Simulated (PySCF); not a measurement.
Species: C5H10N2OSi.
Cartesian coordinates in Å at the PBE0-D3(BJ)/def2-SVP level; atoms count from 1:
```
atom  x, y, z in Å
C1    -2.8068   -1.4060    0.0682
N2    -1.5880   -0.7530    0.4725
Si3   -0.8142    0.5795   -0.3018
N4    -0.9693    2.1422    0.4123
C5     1.0216    0.2476   -0.2086
C6     1.7364   -0.9188   -0.1082
C7     3.1180   -0.5628   -0.0775
C8     3.1471    0.7986   -0.1612
O9     1.9010    1.2933   -0.2418
H10   -2.7200   -2.5069    0.1015
H11   -3.6852   -1.1263    0.6811
H12   -3.0431   -1.1385   -0.9734
H13   -1.2946   -0.9757    1.4181
H14   -1.3765    0.5347   -1.6893
H15   -1.7715    2.7408    0.2615
H16   -0.1277    2.6739    0.6031
H17    1.3048   -1.9165   -0.0592
H18    3.9773   -1.2258   -0.0022
H19    3.9569    1.5246   -0.1744
```

The closed-shell ground state was solved at several levels (PySCF, density fitting, gas phase, non-relativistic).

```
         level  basis functions  HOMO (eV)  LUMO (eV)  gap (eV)  dipole (D)
 PBE0/pcSseg-1              210      -6.55      -0.03      6.52        0.68
PBE0/def2-SVPD              267      -6.61      -0.20      6.41        0.62
```

(1) Estimate the row for CAM-B3LYP/pcSseg-1, a basis of 210 functions; the other rows only guide the guess.

(2) Over all these levels, which gives the widest orbital gap and which the narrowest?

(3) How far do the dipole and the HOMO energy spread over the levels?

Results:

(1) HOMO -7.82 eV, LUMO 1.12 eV, gap 8.94 eV, dipole 0.66 D.

(2) CAM-B3LYP/pcSseg-1 (range-separated hybrid) has the widest, 8.94 eV, and PBE0/def2-SVPD (global hybrid, 25 % exact exchange) the narrowest, 6.41 eV. Functional and basis both differ between the two, so the spread mixes both effects.

(3) The dipole runs from 0.62 to 0.68 D (mean 0.65 D) and the HOMO from -7.82 to -6.55 eV.

One conformer stands for the species.
